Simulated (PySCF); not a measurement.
Se(I)(OMe) (CH3IOSe), SMILES I[Se]OC.

Geometry optimised at B3LYP-D3(BJ)/def2-SVP. The def2 effective core potentials stand for the cores of I; spin–orbit coupling is left out. Other conformers were not sampled.

Two levels are set side by side: PBE/def2-TZVP (PySCF) and PBE0/def2-TZVP (PySCF). Same geometry, gas phase. Differences are taken from unrounded values.

```
quantity                       PBE
---------------------------  -----
orbital gap (eV)              1.91
highest occupied level (eV)  -5.42
lowest empty level (eV)      -3.51
dipole moment (D)             1.60
mean polarisability (bohr³)   79.1
```

### Question
These are the PBE values. What does PBE0 give? (The exact figures need the calculation; the answer reports its results.)

### Answer

```
quantity                      PBE0  PBE minus PBE0
---------------------------  -----  --------------
orbital gap (eV)              3.82           -1.91
highest occupied level (eV)  -6.61            1.19
lowest empty level (eV)      -2.79           -0.72
dipole moment (D)             1.55            0.05
mean polarisability (bohr³)   76.7             2.4
```

Without exact exchange PBE keeps part of each electron's self-repulsion, which lifts occupied levels and narrows the gap. PBE's more diffuse valence density responds more strongly to a field. Differences between two approximate levels are no errors against the true value.

Rough cost on one machine, each run with all the roots and properties that it gave: PBE0 against PBE within a factor of 2.
